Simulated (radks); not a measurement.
Spherical quantum dot in the effective-mass picture: electrons in a hard-walled sphere of radius 1.39, all in effective atomic units (hartree* = m*/eps^2 hartree, bohr* = eps/m* bohr), one dielectric constant everywhere. Method: non-relativistic Kohn-Sham, r2SCAN, spin-polarised, spherical densities, generalised Kohn-Sham scheme; computed with a radial shooting solver with Libxc functionals. Levels are named by radial order and angular momentum (1s, 1p, 1d, 2s, ...), and open shells are averaged over m. Each electron was tried in the lowest free levels, single moves between levels near the top were tried too, and the lowest total energy was kept; such a search can miss a lower state. At N = 1 the Hartree and exchange-correlation terms need not cancel, so that row can carry a self-interaction error.

N,open shells,2S,E (hartree*),mu = E(N) - E(N-1) (hartree*),addition energy mu(N+1) - mu(N) (hartree*),e(HOMO) (hartree*),rms radius (bohr*)
1,"1s(up 1, down 0)",1,2.54879,2.5488,1.226,2.9718,0.7403
2,none,0,6.32359,3.7748,3.465,4.2012,0.7541
3,"1p(up 1, down 0)",1,13.5630,7.2395,0.8770,7.6649,0.7985
4,"1p(up 2, down 0)",2,21.6795,8.1164,0.9298,8.5768,0.8216
5,"1p(up 3, down 0)",3,30.7257,9.0462,1.352,9.5185,0.8367
6,"1p(up 3, down 1)",2,41.1238,10.398,0.8605,10.818,0.8484
7,"1p(up 3, down 2)",1,52.3824,11.259,0.9079,11.708,0.8577
8,none,0,64.5489,12.166,4.052,12.629,0.8653
9,"1d(up 1, down 0)",1,80.7672,16.218,0.8720,16.652,0.8779
10,"1d(up 2, down 0)",2,97.8575,17.090,0.8851,17.531,0.8882
11,"1d(up 3, down 0)",3,115.833,17.975,0.8939,18.421,0.8968
12,"1d(up 4, down 0)",4,134.702,18.869,0.8994,19.318,0.9042
13,"1d(up 5, down 0)",5,154.471,19.769,1.284,20.220,0.9107
14,"1d(up 5, down 1)",4,175.523,21.052,0.8586,21.479,0.9166
15,"1d(up 5, down 2)",3,197.434,21.911,0.8721,22.345,0.9219
16,"1d(up 5, down 3)",2,220.217,22.783,0.8817,23.222,0.9266
17,"1d(up 5, down 4)",1,243.882,23.665,0.8880,24.108,0.9310
18,none,0,268.434,24.553,4.008,24.998,0.9350
19,"2s(up 1, down 0)",1,296.995,28.561,1.409,29.066,0.9304
20,none,0,326.965,29.970,1.078,30.463,0.9259
21,"1f(up 1, down 0)",1,358.012,31.048,0.7943,31.474,0.9314
22,"2s(up 1, down 0) 1f(up 3, down 0)",4,389.854,31.842,0.8404,32.247,0.9454
23,"2s(up 1, down 0) 1f(up 4, down 0)",5,422.537,32.682,0.8694,33.116,0.9497
24,"2s(up 1, down 0) 1f(up 5, down 0)",6,456.088,33.552,0.8713,33.987,0.9536
25,"2s(up 1, down 0) 1f(up 6, down 0)",7,490.511,34.423,0.8727,34.859,0.9573
26,"2s(up 1, down 0) 1f(up 7, down 0)",8,525.807,35.296,1.246,35.732,0.9608
27,"2s(up 1, down 0) 1f(up 7, down 1)",7,562.349,36.542,0.8473,36.962,0.9641
28,"2s(up 1, down 0) 1f(up 7, down 2)",6,599.738,37.389,-,37.813,0.9673

All shells are closed at N = 2, 8, 18, 20 (there: 1s2 1p6 1d10 2s2); the second difference of the energy has clear peaks (12 % above both neighbours; the first and last values, which can be the largest, are not judged, and half-filled shells can peak too) at N = 2, 5, 8, 13, 18, 26.
